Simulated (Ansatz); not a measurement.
Reaction (formal hydrolysis of the Si–F bond): `F[SiH2]CBr` + H₂O → `O[SiH2]CBr` + H–F

Computed with Ansatz on PBE0-D4/def2-TZVP structures; ΔE is electronic, products minus reactants. CBS: MP2 limit from def2 TZ/QZ plus the TZ coupled-cluster correction, frozen cores. This one scheme is used for every species. Functionals use def2-TZVPP. B3LYP here is the variant with VWN-RPA as its local correlation; programs differ in this. HSE06 is defined as in plane-wave codes. For Br outer-core shells are correlated without core-valence functions, which leaves a few kJ/mol of doubt a bond. Scalar relativity is left out up to krypton. One conformer a species, not always the lowest.

`F[SiH2]CBr`:

```xyz
8

F     0.383    1.571   -1.254
Si   -0.561    0.666   -0.340
C     0.406   -0.813    0.262
Br    1.862   -0.234    1.414
H    -1.036    1.475    0.803
H    -1.692    0.199   -1.182
H     0.854   -1.377   -0.556
H    -0.217   -1.487    0.851
```

H₂O:

Z-matrix (Å, degrees):
```
O
H 1 0.960
H 1 0.960 2 105.1
```

`O[SiH2]CBr`:

Z-matrix (Å, degrees):
```
Si
C 1 1.877
O 1 1.649 2 111.4
H 1 1.486 2 107.7 3 -122.1
H 1 1.479 2 108.5 3 117.2
Br 2 1.948 1 106.1 3 -177.9
H 2 1.089 1 113.4 3 -60.9
H 2 1.089 1 114.0 3 64.9
H 3 0.957 1 118.3 2 -84.9
```

H–F:

Cartesian coordinates in Å:
```
F -0.254 -0.042 -0.381
H 0.254 0.042 0.381
```

(1) Is it downhill or uphill in electronic energy at CCSD(T)/CBS, and by how much? (Best estimate.)

(2) What do these levels give: LDA (SPW92), r2SCAN-D4, B3LYP-D4, HSE06-D4, BHLYP-D4, ωB97X-V, B2PLYP, r2SCAN0, MP2/def2-SVP, SCS-MP2/def2-QZVPP, HF/CBS(def2), CCSD/CBS(def2)? (An estimate is asked.)

(3) What do rigid-rotor, harmonic-oscillator terms from PBE0-D4/def2-TZVP frequencies (298.15 K, 1 bar) make of the CCSD(T)/CBS value? (An estimate is asked.)

Largest T1 diagnostic among the species: 0.009.

Answers

(1) Ansatz gave: Uphill: ΔE = +38.4 kJ/mol.

(2) Ansatz gave: LDA (SPW92) 33.8, r2SCAN-D4 40.7, B3LYP-D4 41.0, HSE06-D4 36.9, BHLYP-D4 41.7, ωB97X-V 40.6, B2PLYP 40.9, r2SCAN0 39.7, MP2/def2-SVP 38.0, SCS-MP2/def2-QZVPP 39.4, HF/CBS(def2) 47.7, CCSD/CBS(def2) 39.9 kJ/mol.

(3) Computed: ΔZPE = -2.2 kJ/mol, ΔH = +36.9 kJ/mol, ΔS = -5 J/(mol·K), ΔG = +38.5 kJ/mol.

In def2-TZVPP, CCSD(T) changes the Hartree–Fock value by −8.6 kJ/mol (the triples alone add −1.5 kJ/mol) and MP2 by −10.7 kJ/mol. Leaving LDA and LC-ωPBE aside and taking each functional with its dispersion term where it has one, the values, not all of them listed here, spread over 7.0 kJ/mol, from PBE-QIDH to B97M-V. LDA lies −5.2 kJ/mol from PBE without D4.
